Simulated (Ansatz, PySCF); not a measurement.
Process, species as SMILES: [Rb][I] → [Rb][I] as doublet, charge +1 + e-
Geometries: B3LYP-D3(BJ)/def2-TZVP minima from Ansatz (a quantum-chemistry and plane-wave program). A spin state is the lowest found, not a proven ground state.

Property: adiabatic ionisation energy (0 K, with B3LYP-D3(BJ) harmonic zero-point energies from PySCF), in eV. Cores are frozen in the correlated levels unless marked. Open shells are spin-unrestricted. Spin-orbit coupling is left out. Frozen are the shells of the preceding noble gas and the d and f shells that filled before the atom's block. The outer core of K, Ca and their heavier congeners is not correlated, a term that matters for these elements. In def2 rows, elements after Kr have scalar-relativistic effective core potentials. STO-3G rows are all-electron and non-relativistic. CBS marks a two-point X^-3 extrapolation of the correlation energy; Hartree-Fock from the larger set.

```
level                                      program  adiabatic ionisation energy (eV)
----------------------------------  --------------  --------------------------------
revPBE/def2-TZVPD                           Ansatz                              7.24
r2SCAN/def2-TZVPD                           Ansatz                              7.34
B3LYP-D3(BJ)/def2-TZVPD             Ansatz + dftd3                              7.38
B3LYP/def2-TZVPD                            Ansatz                              7.38
r2SCANh-D4/def2-TZVPD               Ansatz + dftd4                              7.34
HSE06/def2-TZVPD                            Ansatz                              7.35
CCSD/STO-3G                                 Ansatz                              3.15
CCSD/def2-SVP                               Ansatz                              6.77
CCSD/def2-TZVPPD                            Ansatz                              6.98
CCSD/def2-QZVPP                             Ansatz                              7.12
CCSD/def2-QZVPPD                            Ansatz                              7.12
CCSD(T)/def2-TZVPP                          Ansatz                              7.02
CCSDT(Q)/def2-SVP                           Ansatz                              6.78
CCSD(T)/CBS(def2-TZVPP,def2-QZVPP)          Ansatz                              7.30
```
